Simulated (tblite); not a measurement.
Species: C4H11ClSi2.
SMILES with atom numbers: `[SiH3:1][CH2:2][SiH2:3][CH2:4]/[CH:5]=[CH:6]\[Cl:7]` (hydrogens: H8, H9, H10 on Si1; H11, H12 on C2; H13, H14 on Si3; H15, H16 on C4; H17 on C5; H18 on C6)

Geometry (GFN2-xTB, Å), atoms numbered from 1 in this order:
```xyz
18
C4H11ClSi2 angstrom
Si     2.4412    0.1570    0.7185
C      1.0206    1.2162    0.0226
Si     0.1106    0.5065   -1.4812
C     -1.0035   -0.9598   -0.9471
C     -2.1172   -0.4865   -0.0957
C     -2.1974   -0.5826    1.2225
Cl    -0.9868   -1.3456    2.1924
H      1.9567   -1.1489    1.1612
H      3.0514    0.8589    1.8523
H      3.4522   -0.0315   -0.3260
H      1.4270    2.1903   -0.2501
H      0.2998    1.4023    0.8196
H      1.0524    0.0133   -2.4933
H     -0.7528    1.5324   -2.0889
H     -0.4075   -1.6989   -0.4145
H     -1.4064   -1.4315   -1.8427
H     -2.9273    0.0180   -0.6050
H     -3.0218   -0.2032    1.8038
```

All values are computed: GFN2-xTB (tblite) harmonic vibrations without scaling, gas phase. The method is semi-empirical: single wavenumbers can be off by several per cent or more. Modes of hydrogen on silicon can be 10 to 20 % off. One conformer, not necessarily the lowest.

Harmonic wavenumbers (cm⁻¹): 27.9, 43.7, 73.6, 95.6, 131.0, 187.8, 194.4, 239.0, 407.6, 466.4, 496.7, 516.8, 526.2, 574.0, 637.8, 665.1, 703.1, 727.6, 743.4, 777.6, 780.7, 792.1, 795.5, 801.9, 818.2, 839.7, 875.2, 1023.8, 1040.2, 1122.0, 1137.9, 1193.5, 1224.8, 1284.9, 1452.6, 1459.6, 1678.0, 2188.2, 2222.2, 2238.0, 2243.9, 2280.4, 2973.2, 2982.4, 2990.6, 3007.3, 3056.6, 3087.0.

A = 1605, B = 1009, C = 687.1 MHz; mass 150.009 u (most abundant isotopes); point group C1, symmetry number 1.

Task: What is the zero-point energy?

Result: Half the sum of the wavenumbers: 27913 cm⁻¹ = 79.81 kcal/mol.

Task: What is S at 400 K and 1 bar for an ideal gas of classical rigid rotors and harmonic oscillators?

Result: Translation 42.41, rotation 30.92, vibration 46.95: S = 120.3 cal/(mol K).

Task: And Cp and H(400 K) − H(0)?

Result: Cp = 51.91 cal/(mol K), of which vibrations give 43.96 (their classical limit is 48 R = 95.4); H(400 K) − H(0) = 12.39 kcal/mol without the zero-point energy, 9.21 from vibrations.

Task: Blend soft modes into free rotors: weight 1/[1 + (100 cm⁻¹/ν̃)⁴] for the oscillator and the rest for a rotor with moment μB/(μ + B), μ = h/(8π²ν), B = 10⁻⁴⁴ kg m². What vibrational entropy results?

Result: 41.57 cal/(mol K) in place of 46.95, which changes −T·S at 400 K by +2.15 kcal/mol.

Task: How do the functions run with temperature in this model?

Result: 
```tsv
T (K)	S (cal/(mol K))	Cp (cal/(mol K))	H − H(0) (kcal/mol)	G − H(0) (kcal/mol)	ln q(vib)
100	74.9	20.4	1.48	-6.02	2.92
200	92.1	30.7	4.01	-14.41	6.12
300	106.8	42.2	7.66	-24.36	9.11
500	132.7	59.5	17.98	-48.38	14.89
800	164.3	74.7	38.33	-93.13	22.90
1000	181.7	81.2	53.96	-127.77	27.73
```

q(vib) and H(0) count from the zero-point level.

Task: What must be added to the electronic energy to get the Gibbs energy at 400 K and 1 bar?

Result: ZPE + [H(400 K) − H(0)] − T·S = 79.81 + 12.39 − 48.11 = 44.09 kcal/mol.

Task: Which modes carry the vibrational entropy at 400 K?

Result: 27.9 cm⁻¹: 6.56; 43.7 cm⁻¹: 5.67; 73.6 cm⁻¹: 4.63; 95.6 cm⁻¹: 4.12; 131.0 cm⁻¹: 3.50; 187.8 cm⁻¹: 2.80 cal/(mol K); the other 42 give 19.67 together.

Hindered rotation and anharmonicity are outside this model. Other conformers, if any are populated, would add a mixing term that is left out. The structure is chiral; the term R ln 2 for an equal mix with its mirror image is left out.
